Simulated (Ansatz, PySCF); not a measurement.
Pair of molecules: H2S (SMILES S) (first 3 atoms) with H4OSi (SMILES O[SiH3]); geometry from B3LYP-D3(BJ)/def2-TZVP.
(charge 0, multiplicity 1):
```xyz
9

S      0.4593    -0.1280    -0.0294
H      0.2706     0.5953     1.0895
H     -0.8584    -0.2164    -0.2696
O     -0.0727     0.9886     3.2551
Si    -0.3552    -0.4938     3.9488
H      0.4856     1.6125     3.7256
H      0.8808    -1.3083     4.0100
H     -1.3590    -1.1492     3.0911
H     -0.8808    -0.3332     5.3266
```

Basis-set superposition error: the interaction energy with monomers in their own basis, and in the dimer's basis (counterpoise).

Programs: Ansatz (Gaussian basis) for Hartree–Fock, density functionals and correlated methods; PySCF for 6-31G* rows, M06-2X. 

| level | uncorrected (kcal/mol) | counterpoise (kcal/mol) | difference |
|---|---|---|---|
| HF/6-31G* | -1.20 | -0.56 | 0.64 |
| PBE/def2-TZVPPD | -1.76 | -1.69 | 0.07 |
| BLYP/def2-TZVPPD | -0.38 | -0.30 | 0.08 |
| B3LYP/6-31G* | -2.34 | -1.39 | 0.94 |
| BHLYP/def2-TZVPPD | -1.35 | -1.29 | 0.06 |
| M06-2X/def2-TZVPPD | -2.48 | -2.39 | 0.09 |
| MP2/6-31G* | -3.03 | -1.49 | 1.54 |
| MP2/aug-cc-pV(Q+d)Z | -2.75 | -2.52 | 0.23 |
| SCS-MP2/aug-cc-pV(Q+d)Z | -2.13 | -1.87 | 0.26 |
| CCSD(T)/aug-cc-pV(D+d)Z | -3.01 | -1.89 | 1.12 |

The error is largest for MP2/6-31G* (1.54 kcal/mol) and smallest for BHLYP/def2-TZVPPD (0.06 kcal/mol).

Ansatz is a program for electronic structure.
